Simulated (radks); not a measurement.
Results of a calculation; reference values are marked as such.
Ionisation of the technetium ion Tc+, [Kr] 4d5 5s1, to [Kr] 4d5 as the strength of local exchange is varied. Code: a radial shooting solver on a logarithmic mesh with Libxc functionals. Model: scalar-relativistic Kohn-Sham, Slater X-alpha exchange (alpha = 2/3 is LDA exchange), no correlation, spin-polarised, spherical densities, finite nucleus; open shells are filled with parallel spins first (spin-orbit coupling, left out, can overturn this in heavy ions); Fermi nuclear charge, rms radius 4.4112 fm.

alpha  E(Tc+) (hartree)  exchange (hartree)  IE (eV)  -e of the level emptied (eV)  <r> of it (bohr)
0.554       -4256.92506           -99.15950   14.343                   10.910 (5s)             3.057
0.667       -4277.23198          -119.94391   15.309                   11.866 (5s)             2.974
0.832       -4307.05390          -150.63051   16.760                   13.320 (5s)             2.861
0.946       -4327.77589          -172.06551   17.788                   14.363 (5s)             2.788
0.967       -4331.60358          -176.03481   17.980                   14.559 (5s)             2.775
1.011       -4339.63407          -184.37235   18.384                   14.972 (5s)             2.748
1.033       -4343.65467          -188.55172   18.588                   15.181 (5s)             2.735

NIST Atomic Spectra Database: 15.260 eV (semi-empirical). The Delta-SCF value meets it near alpha = 0.66. Open shells are spherical and high-spin; term and fine-structure splittings are not resolved.
